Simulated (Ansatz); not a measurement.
`[NH2][GeH2][Si](N)(F)F` → 2 F• + Ge• + 6 H• + 2 N• + Si•  (atomization)

Program: Ansatz. Geometries: PBE0-D4/def2-TZVP. ΔE: electronic, gas phase. CBS: MP2 limit from def2 TZ/QZ plus the TZ coupled-cluster correction, frozen cores. This one scheme is used for every species, atoms too. DFT in def2-TZVPP. No spin–orbit coupling; open shells (•) take unrestricted orbitals. Spin–orbit coupling would lower the free atoms: a little for F, Si; clearly for Ge. For Ge outer-core shells are correlated without core-valence functions, so the limit isn't a true one: a few kJ/mol of doubt a bond, and 10 to 20 or more in all where bonds break to atoms. Scalar relativity is left out up to krypton. One conformer a species, not always the lowest.

```tsv
level	ΔE (kcal/mol)
PBE	1016.6
CCSD/def2-TZVPP	968.8
MP2/CBS(def2)	1035.4
CCSD/CBS(def2)	1001.4
```

Problem. What does CCSD(T)/CBS give? (An estimate is asked.)

Solution. Computed: +1016.9 kcal/mol. The listed levels differ from it by -0.3, -48.1, 18.5, -15.5 kcal/mol.

Largest T1 diagnostic among the species: 0.012.

From PBE to PBE0 (25 % exact exchange), in def2-TZVPP and without D4, ΔE moves by −21.4 kcal/mol: exact exchange takes away binding that semilocal exchange gives to molecules. The D4 term adds +10.7 kcal/mol with B3LYP and +5.6 kcal/mol with PBE0; it sums over pairs of atoms, weighted by their polarisabilities, and B3LYP, whose exchange is more repulsive, gets the larger term. In def2-TZVPP, CCSD(T) changes the Hartree–Fock value by +281.0 kcal/mol (the triples alone add +15.5 kcal/mol) and MP2 by +299.4 kcal/mol; breaking electron pairs costs correlation energy, which Hartree–Fock lacks.

B3LYP here is the variant with VWN-RPA as its local correlation; programs differ in this.

For atomizations the MP2-based limit and the directly extrapolated one differ by several kJ/mol either way, and by 10 to 25 for some Ge, Se and Sn compounds, so smaller differences from it don't rank the levels.
